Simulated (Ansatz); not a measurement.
A structure drawn as `[SiH3][Si]1([SiH3])BC1`, with this starting geometry:

Cartesian coordinates in Å:
```
Si 0.372 1.518 -1.442
Si -0.390 0.088 0.004
Si -0.343 -2.038 -0.584
B 0.805 0.190 1.650
C -0.673 0.562 1.715
H 1.799 1.397 -1.656
H -0.340 1.367 -2.747
H 0.068 2.922 -0.949
H -1.068 -2.879 0.412
H 1.030 -2.531 -0.714
H -1.038 -2.238 -1.893
H 1.907 0.120 2.103
H -0.882 1.688 1.834
H -1.246 -0.167 2.267
```

Charge 0, multiplicity 1.

Question: Does it keep its bonds when Ansatz relaxes it at PBE-D4/def2-SVP and then PBE0-D4/def2-TZVP?

Answer: Yes, every drawn bond is still there and no new one forms.

Question: Give the relaxed structure. (Estimate.)

Answer: The calculation gave: 
Z-matrix (Å, degrees):
```
Si
Si 1 2.333
H 1 1.487 2 109.8
H 1 1.489 2 109.8 3 119.8
H 1 1.489 2 111.3 3 -120.4
Si 2 2.322 1 116.6 3 176.0
B 2 1.927 1 117.3 3 -3.5
C 2 2.037 1 121.9 3 47.4
H 6 1.487 2 110.4 1 70.6
H 6 1.488 2 108.5 1 -169.7
H 6 1.488 2 111.4 1 -49.8
H 7 1.187 2 139.0 1 -29.7
H 8 1.089 2 134.1 1 13.7
H 8 1.090 2 92.7 1 137.3
```
No frequency check was run.

Atoms count as bonded under 1.1 times the sum of their covalent radii (H–H under 0.85 Å, pairs among N, O and F under 1.55 Å), and a drawn bond as lost past 1.3 times.
